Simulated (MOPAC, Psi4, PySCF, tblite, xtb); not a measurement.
Dimer CO ··· H2S (SMILES [C-]#[O+] and S) at R = 2.93 Å between the centres of mass, closest contact 2.64 Å (lowest of the rigid-body minima from ten starts at GFN2-xTB). Geometry in Å and degrees:

```
S
H 1 1.3426
H 1 1.3426 2 92.55
C 1 2.6437 2 82.36 3 83.29
O 4 1.1249 1 110.16 2 138.00
```

Levels: GFN2-xTB (tblite); SAPT0/jun-cc-pVDZ, frozen core (Psi4); revPBE/def2-TZVP, counterpoise-corrected (Psi4); revPBE-D3(BJ)/def2-TZVP, counterpoise-corrected (Psi4); PBE/def2-TZVP, counterpoise-corrected (Psi4); PBE-D3(BJ)/def2-TZVP, counterpoise-corrected (Psi4); HF/aug-cc-pVTZ, counterpoise-corrected (Psi4); MP2/aug-cc-pVTZ = DF-MP2/aug-cc-pVTZ, frozen core, counterpoise-corrected (Psi4 1.11); SCS-MP2/aug-cc-pVTZ = Psi4 with DF-SCS-MP2/aug-cc-pVTZ, frozen core, counterpoise-corrected; MP2/aug-cc-pVDZ = DF-MP2/aug-cc-pVDZ, frozen core, counterpoise-corrected run with Psi4 1.11; CCSD/aug-cc-pVDZ = Psi4 1.11 with DF-CCSD/aug-cc-pVDZ, frozen core, counterpoise-corrected; CCSD(T)/aug-cc-pVDZ = DF-CCSD(T)/aug-cc-pVDZ, frozen core, counterpoise-corrected run with Psi4; PM7, restricted, heats of formation (MOPAC); PM6, restricted, heats of formation (MOPAC); GFN1-xTB (xtb); RKS-B3LYP/6-31G* = restricted B3LYP/6-31G*, spherical d, no counterpoise correction in PySCF; RKS-B3LYP/6-311+G** = restricted B3LYP/6-311+G**, spherical d, no counterpoise correction run with PySCF.

Q: What interaction energy does each level give?

A: 
| method | E_int / kJ/mol |
|---|---|
| PM6 | -14.77 |
| GFN2-xTB | -13.44 |
| GFN1-xTB | -8.63 |
| PM7 | -4.58 |
| PBE-D3(BJ)/def2-TZVP | 19.43 |
| revPBE-D3(BJ)/def2-TZVP | 23.40 |
| PBE/def2-TZVP | 23.93 |
| RKS-B3LYP/6-31G* | 31.73 |
| RKS-B3LYP/6-311+G** | 33.41 |
| revPBE/def2-TZVP | 34.19 |
| MP2/aug-cc-pVTZ | 34.83 |
| SAPT0/jun-cc-pVDZ | 34.99 |
| SCS-MP2/aug-cc-pVTZ | 39.43 |
| MP2/aug-cc-pVDZ | 41.34 |
| CCSD(T)/aug-cc-pVDZ | 42.75 |
| CCSD/aug-cc-pVDZ | 44.83 |
| HF/aug-cc-pVTZ | 52.90 |
